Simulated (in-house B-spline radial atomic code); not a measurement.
Settings and results of a run for the chlorine ion Cl⁴⁺ (an excited or competing configuration). Level of theory: Dirac-Hartree-Fock, average of configuration, Fermi nucleus of rms radius 3.3654 fm; calculated with a B-spline radial code for spherical atoms.

Command:
```bash
python run_scf.py task.json out
```
Settings (nuclear radius in fm, mass in u):
```
Z                17
configuration    [Ne] 3s2 4f1
hamiltonian      dirac
method           hf
spin_polarised   False
nucleus          fermi
rms_radius       3.3654
atomic_mass      34.96885
speed_of_light   137.035999084
```

Output (hartree, bohr):
```
 radial grid: 69 intervals, B-splines of order 8, outer radius 22.1277 bohr

 iter        energy (Eh)    residual
    1       -452.3516876    4.10e-01
    2       -454.5889006    1.02e-01
    3       -454.6461850    4.31e-02
    4       -454.6561824    1.83e-02
    5       -454.6582911    2.56e-03
    6       -454.6583542    1.73e-04
    7       -454.6583545    1.39e-05
    8       -454.6583545    4.08e-07
    9       -454.6583545    1.51e-08

 total energy                     -454.658354
 kinetic                            457.59402
 electron-nucleus                 -1051.36914
 electron-electron                  139.11677

 first-order corrections (not in the total)
   Gaunt                            0.11551
   retardation                     -0.00846
   frequency dependence            -0.00010
   self-energy                      0.07660
   Uehling                         -0.00519
   Wichmann-Kroll                   0.00001
   recoil                           0.00593

 orbital      occ     eigenvalue          <r>       <r^2>       <1/r>       r_max    small
 1s1/2      2.000     -108.21723    0.0908095   0.0110937     16.6891     0.05949  3.67e-03
 2s1/2      2.000      -13.45137      0.43666    0.225674     3.36253       0.359  5.91e-04
 2p1/2      2.000      -10.88553      0.40098    0.199302     3.24108      0.3003  5.57e-04
 2p3/2      4.000      -10.82012     0.403149    0.201314      3.2175      0.3021  5.54e-04
 3s1/2      2.000       -3.18063      1.32669     1.99854     1.03331       1.182  1.19e-04
 4f5/2      0.429       -0.79159      3.50514     13.7135    0.323168       3.112  2.23e-05
 4f7/2      0.571       -0.79156      3.50532     13.7149    0.323146       3.112  2.23e-05
```

Time taken, with all properties: 1 s on 1 thread of Intel(R) Xeon(R) Platinum 8375C CPU @ 2.90GHz (shared host).

For the Dirac Hamiltonian the kinetic term is c α·p + (β - 1)c².
